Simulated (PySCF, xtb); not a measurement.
C5H9F, SMILES CC1(F)CCC1.

Harmonic wavenumbers (cm⁻¹) from GFN2-xTB in xtb at its own minimum, in rising order: 99, 204, 293, 342, 404, 427, 624, 767, 817, 884, 920, 950, 963, 1030, 1039, 1044, 1170, 1174, 1185, 1187, 1238, 1246, 1255, 1288, 1395, 1455, 1462, 1477, 1485, 1488, 3008, 3016, 3022, 3028, 3031, 3036, 3036, 3040, 3056.

Question: What does PBE0-D3(BJ)/def2-SVP (PySCF 2.14.0) give at its own minimum? (An estimate is asked for; the answer gives what the named calculation found.)

Answer: 157, 265, 299, 357, 436, 437, 617, 731, 792, 874, 933, 935, 961, 974, 1008, 1039, 1179, 1194, 1210, 1212, 1242, 1282, 1304, 1331, 1403, 1437, 1449, 1454, 1468, 1486, 3061, 3085, 3087, 3095, 3149, 3159, 3164, 3165, 3168. Paired by order, the mean absolute difference is 39 cm⁻¹ and the zero-point energies are 80.9 and 82.3 kcal/mol.
